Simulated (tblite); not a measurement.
Compound: C6H15OP.
Atom-mapped SMILES: `[CH3:1][CH2:2][CH2:3][P:4]([CH2:5][CH3:6])[CH2:7][OH:8]` (hydrogens: H9, H10, H11 on C1; H12, H13 on C2; H14, H15 on C3; H16, H17 on C5; H18, H19, H20 on C6; H21, H22 on C7; H23 on O8)

Cartesian coordinates in Å at the GFN2-xTB level; atoms count from 1:
```xyz
23
C6H15OP angstrom
C      3.3726   -0.0024    0.3231
C      1.9219   -0.2027    0.7443
C      0.9691    0.5188   -0.2033
P     -0.8093    0.3953    0.3323
C     -1.2223   -1.2710   -0.4023
C     -2.6895   -1.6359   -0.2143
C     -1.5048    1.4687   -1.0439
O     -1.1153    2.8095   -0.8754
H      3.6293    1.0547    0.3385
H      3.5309   -0.3785   -0.6858
H      4.0452   -0.5302    0.9954
H      1.7777    0.1767    1.7586
H      1.6919   -1.2709    0.7563
H      1.2090    1.5863   -0.2237
H      1.0725    0.1300   -1.2215
H     -0.9543   -1.2802   -1.4635
H     -0.5984   -2.0060    0.1131
H     -2.9548   -1.6055    0.8403
H     -3.3351   -0.9426   -0.7490
H     -2.8828   -2.6394   -0.5896
H     -1.1078    1.1527   -2.0134
H     -2.6005    1.3769   -1.0645
H     -1.4500    3.1228   -0.0272
```

Method: GFN2-xTB as coded in tblite; computed harmonic values from a numerical Hessian at the method's own geometry, unscaled. Against measured fundamentals such values can be off by several per cent, at times by over 20. One conformer, not necessarily the lowest.

Harmonic wavenumbers (cm⁻¹): 50.0, 62.4, 68.7, 88.0, 138.9, 155.9, 194.7, 214.9, 234.2, 283.5, 294.2, 339.2, 365.3, 388.9, 661.9, 693.8, 740.5, 756.0, 776.1, 840.0, 858.6, 949.6, 992.5, 1009.1, 1028.6, 1062.6, 1076.6, 1083.2, 1110.0, 1117.4, 1216.2, 1225.9, 1229.0, 1252.4, 1257.9, 1272.6, 1311.4, 1339.7, 1410.2, 1415.5, 1435.2, 1444.2, 1447.4, 1494.4, 1497.9, 1502.6, 1503.2, 1505.2, 2858.1, 2918.6, 2923.6, 2935.8, 2947.3, 2952.9, 2964.1, 2978.5, 3018.1, 3027.7, 3030.0, 3032.6, 3036.4, 3037.3, 3534.2.

A = 1849, B = 1028, C = 716.1 MHz; mass 134.086 u (most abundant isotopes); point group C1, symmetry number 1.

Task: Zero-point energy?

Result: ½Σν̃ = 43796 cm⁻¹ = 523.91 kJ/mol.

Task: What is S at 298.15 K and 1 bar for an ideal gas of classical rigid rotors and harmonic oscillators?

Result: Translation 169.95, rotation 124.88, vibration 157.63: S = 452.5 J/(mol K).

Task: And Cp and H(298.15 K) − H(0)?

Result: Cp = 181.41 J/(mol K), of which vibrations give 148.15 (their classical limit is 63 R = 523.8); H(298.15 K) − H(0) = 33.84 kJ/mol without the zero-point energy, 23.92 from vibrations.

Task: Blend soft modes into free rotors: weight 1/[1 + (100 cm⁻¹/ν̃)⁴] for the oscillator and the rest for a rotor with moment μB/(μ + B), μ = h/(8π²ν), B = 10⁻⁴⁴ kg m². What vibrational entropy results?

Result: 143.34 J/(mol K) in place of 157.63, which changes −T·S at 298.15 K by +4.26 kJ/mol.

Task: How do the functions run with temperature in this model?

Result: 
```json
{"T (K)": "150", "S (J/(mol K))": "352.4", "Cp (J/(mol K))": "118.9", "H − H(0) (kJ/mol)": "11.74", "G − H(0) (kJ/mol)": "-41.12", "ln q(vib)": "4.26"}
{"T (K)": "250", "S (J/(mol K))": "422.5", "Cp (J/(mol K))": "159.6", "H − H(0) (kJ/mol)": "25.63", "G − H(0) (kJ/mol)": "-79.99", "ln q(vib)": "7.73"}
{"T (K)": "400", "S (J/(mol K))": "512.4", "Cp (J/(mol K))": "228.6", "H − H(0) (kJ/mol)": "54.73", "G − H(0) (kJ/mol)": "-150.23", "ln q(vib)": "12.54"}
{"T (K)": "600", "S (J/(mol K))": "620.6", "Cp (J/(mol K))": "306.4", "H − H(0) (kJ/mol)": "108.64", "G − H(0) (kJ/mol)": "-263.74", "ln q(vib)": "18.61"}
{"T (K)": "900", "S (J/(mol K))": "760.9", "Cp (J/(mol K))": "384.8", "H − H(0) (kJ/mol)": "213.23", "G − H(0) (kJ/mol)": "-471.59", "ln q(vib)": "27.14"}
```

q(vib) and H(0) count from the zero-point level.

Task: What must be added to the electronic energy to get the Gibbs energy at 298.15 K and 1 bar?

Result: ZPE + [H(298.15 K) − H(0)] − T·S = 523.91 + 33.84 − 134.90 = 422.85 kJ/mol.

Task: Which modes carry the vibrational entropy at 298.15 K?

Result: 50.0 cm⁻¹: 20.16; 62.4 cm⁻¹: 18.33; 68.7 cm⁻¹: 17.53; 88.0 cm⁻¹: 15.50; 138.9 cm⁻¹: 11.79; 155.9 cm⁻¹: 10.87 J/(mol K); the other 57 give 63.45 together.

Hindered rotation and anharmonicity are outside this model. Other conformers, if any are populated, would add a mixing term that is left out. The structure is chiral; the term R ln 2 for an equal mix with its mirror image is left out.

Run on one thread of an x86-64 server, on a shared host. This covers the Hessian and the dipole derivatives.
